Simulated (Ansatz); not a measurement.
C4H12Si2, SMILES CC[C@@H]1C[SiH2][SiH2]1.

The structure is a stationary point at B3LYP-D3(BJ)/def2-SVP. The structure was generated by enumeration; whether it is a known compound was not checked. The values are those of a single conformer.

Two levels are set side by side: PBE/def2-SVPD (Ansatz, a quantum-chemistry and plane-wave program) and PBE0/def2-SVPD (Ansatz). Energy differences of separate SCF runs at the same geometry; the states with an electron removed or added have multiplicity 2 and 2. Differences are taken from unrounded values.

```json
[
 {"quantity": "vertical ionisation energy (eV)", "PBE0": "9.12", "PBE": "8.90", "PBE minus PBE0": "-0.22"},
 {"quantity": "vertical singlet–triplet gap (eV)", "PBE0": "5.39", "PBE": "5.13", "PBE minus PBE0": "-0.26"}
]
```
